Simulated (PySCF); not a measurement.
## Excitation energy of Ni⁺ by level of theory

Ni⁺ [Ar] 3d9 (2D) → Ni⁺ [Ar] 3d8 4s1 (4F), as a difference of total energies. Calculation: PySCF 2.14, in x2c-QZVPPall (11s7p6d4f2g, 108 functions); scalar relativity by spin-free X2C-1e. Correlated levels: valence: [Ar] frozen; valence and next inner shell: [Ne] frozen. The calculations carry no spin-orbit coupling.

```json
{"method": "UHF", "excitation energy (eV)": "-1.102", "error (eV)": "-2.187"}
{"method": "LDA", "excitation energy (eV)": "1.486", "error (eV)": "+0.401"}
{"method": "PBE", "excitation energy (eV)": "1.093", "error (eV)": "+0.008"}
{"method": "PBE0", "excitation energy (eV)": "0.725", "error (eV)": "-0.360"}
{"method": "B97-3", "excitation energy (eV)": "0.980", "error (eV)": "-0.105"}
{"method": "BHandHLYP", "excitation energy (eV)": "0.319", "error (eV)": "-0.766"}
{"method": "r2SCANh", "excitation energy (eV)": "0.264", "error (eV)": "-0.821"}
{"method": "MP2 (valence)", "excitation energy (eV)": "1.406", "error (eV)": "+0.321"}
{"method": "SCS-MP2 (valence)", "excitation energy (eV)": "1.306", "error (eV)": "+0.221"}
{"method": "MP2 (valence and next inner shell)", "excitation energy (eV)": "1.932", "error (eV)": "+0.847"}
{"method": "SCS-MP2 (valence and next inner shell)", "excitation energy (eV)": "1.668", "error (eV)": "+0.583"}
```

Reference: 1.085 eV (measured; NIST levels, between the centres of gravity of the two terms).

Errors of the correlated levels include the incompleteness of this basis and the frozen core.

The basis was made for the ground configuration and has no added diffuse functions, so the excitation energy can come out too high.
